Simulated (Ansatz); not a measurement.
System: C2H6ClGa (charge 0, singlet). 
Geometry from a B3LYP-D3(BJ)/def2-TZVP (Ansatz, a program for electronic structure) optimisation:
SMILES: [CH3][Ga]([CH3])[Cl]
```xyz
10

C      1.8518     0.0278    -1.0432
Ga     0.0169     0.0653    -0.3329
C     -1.7405     0.3971    -1.1540
Cl    -0.0920    -0.3525     1.8159
H      1.8788     0.2044    -2.1178
H      2.4483     0.7903    -0.5398
H      2.3038    -0.9409    -0.8256
H     -2.3498    -0.5048    -1.0739
H     -2.2523     1.1904    -0.6077
H     -1.6558     0.6774    -2.2033
```
Charge 0, spin multiplicity 1.

Quantity: vertical ionisation energy (to the doublet state of charge +1; each state is the SCF solution reached for its spin), in eV. Valence correlation only, unless marked. Open shells are spin-unrestricted. Spin-orbit coupling is left out. Frozen are the shells of the preceding noble gas and the d and f shells that filled before the atom's block. Non-relativistic. Basis-set limits of correlation are two-point, X^-3; Hartree-Fock from the larger set. The bracket is a focal-point correction in the basis named.

RI-MP2/CBS(def2-TZVPPD,def2-QZVPPD)+[CCSD(T)-MP2]/def2-TZVPPD (Ansatz) gives 10.26 eV.

### Question
Another calculation gave 10.09 eV. Which level was it?
A. wB97M-V/def2-TZVPD (Ansatz)
B. PBE/def2-TZVPD (Ansatz)
C. SVWN5/def2-TZVPD (Ansatz)
D. B2PLYP/def2-TZVPD (Ansatz)

### Answer
A, wB97M-V/def2-TZVPD (Ansatz). The others give 9.89 (B2PLYP), 9.44 (PBE), 9.63 (SVWN5) eV.
